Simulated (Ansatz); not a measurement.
**Energy profile**

The step: C₂H₇Al ([CH3][AlH][CH3]) → C₂H₅Al ([CH2][Al][CH3]) + H₂; bonds formed: H2–H4; bonds broken: Al1–H2, C3–H4 (atoms numbered as in the saddle structure below).

```
10
angstrom
Al 0.0838 0.4131 0.0494
H 0.9647 0.2258 -1.5161
C -1.3971 0.7065 -0.9953
H 0.0820 -0.0110 -1.6555
C 0.8798 -0.6537 1.4686
H -2.4504 0.5758 -0.7499
H -1.2695 1.3654 -1.8565
H 0.1347 -0.8885 2.2339
H 1.2622 -1.5961 1.0664
H 1.7099 -0.1374 1.9554
```

Electronic energies by CCSD(T) at an estimated basis limit (MP2 extrapolated from triple and quadruple zeta, plus CCSD(T) − MP2 in triple zeta), on PBE0-D4/def2-TZVP structures; C$_{2}$H$_{7}$Al, closed shell; no counterpoise correction. Program: Ansatz 0.2.0. Basis: def2-TZVPP and def2-QZVPP. Cores are frozen in the correlated methods. Extrapolation: Hartree–Fock as exp(−7.88 √X), correlation as X^−2.97.

**Question.** Give the profile in kJ/mol, counted from the start structure. (To be estimated.)

**Answer.** By the calculation:
| point | kJ/mol |
| --- | --- |
| start structure | 0.0 |
| saddle | 298.0 |
| end structure | 270.4 |
| separated: C$_{2}$H$_{5}$Al (linked as [CH2][Al][CH3]; Al1, C3, C5, H6, H7, H8, H9, H10; singlet) + H$_{2}$ (H2, H4; singlet) | 285.2 |

T1 diagnostic: at most 0.015. The restricted Hartree–Fock reference is unstable towards an unrestricted one at one or more of these structures.

For scale, one of the runs: CCSD(T)/def2-TZVPP, 202 basis functions, launched by `ansatz run in.yaml --threads 2 --pin off --events-out ev --progress --plain --max-ram 4352MiB`. Time: 53 s of wall clock on 2 CPU threads of an Arm Neoverse V1; the host was shared. Peak host memory: 2.4 GiB.
